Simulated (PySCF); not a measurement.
## Ionisation energy of Zr+ by level of theory

Zr+ [Kr] 4d2 5s1 (4F) → Zr(2+) [Kr] 4d2 (3F), as a difference of total energies. Calculation: PySCF 2.14, in aug-cc-pwCVDZ-PP with ECP28MDF; a scalar-relativistic core potential. Correlated levels: valence and next inner shell: nothing frozen outside the core potential. The calculations carry no spin-orbit coupling.

```
                                method  ionisation energy (eV)
                                   UHF                  12.271
    MP2 (valence and next inner shell)                  12.990
SCS-MP2 (valence and next inner shell)                  12.777
   CCSD (valence and next inner shell)                  12.930
CCSD(T) (valence and next inner shell)                  12.971
```

How much does correlation contribute at CCSD(T) (valence and next inner shell)?

12.971 − (12.271) = 0.700 eV, measured against UHF.

The reference lies between the lowest fine-structure levels, while these numbers refer to the centres of the terms.

Errors of the correlated levels include the incompleteness of this basis.

For comparison: 13.13 eV (measured; NIST Atomic Spectra Database, ionization energies).
